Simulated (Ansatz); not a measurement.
A made-up structure of GaH$_{2}$O$_{2}$ (charge -1), singlet:

```
atom    x (Å)    y (Å)    z (Å)
  O1  -1.8202  -0.7696   0.9883
 Ga2  -0.5651  -0.1162   0.0417
  O3   1.2302  -0.0458   0.5542
  H4  -0.5603   0.5624  -1.4221
  H5  -0.9597  -1.4690  -0.5542
```

It is relaxed with PBE-D4/def2-SVPD and then PBE0-D4/def2-TZVPD (Ansatz 0.2.0). Atoms count as bonded within 1.22 times the sum of their covalent radii (H–H: 0.88 Å). The end point is not checked to be a true minimum.

Problem. Does its bonding change? (Judge from chemistry; the calculation decides.)

Solution. Computed: Yes. Formed: O1–H5; broken: Ga2–H5.

Where it ends: The first stage lowers the energy by 4.71 eV in 14 steps. It ends as GaH₂O₂ ([O][GaH][OH]), total charge -1:
```
5
angstrom
O -1.6559 -1.0895 -0.0060
Ga -0.2065 0.0602 -0.2544
O 1.2885 -0.2093 0.5285
H -0.7536 1.1690 -1.2605
H -1.3475 -1.7688 0.6003
```

Labels in which every atom is bracketed show which atoms are joined, not bond orders.

For scale, one of the runs: PBE0-D4/def2-TZVPD relaxation, 152 basis functions, launched by `ansatz run in.yaml --threads 2 --pin off --events-out ev --progress --plain --max-ram 4352MiB`. The run took about 15 s on 2 CPU threads of an Arm Neoverse V2 (shared host).
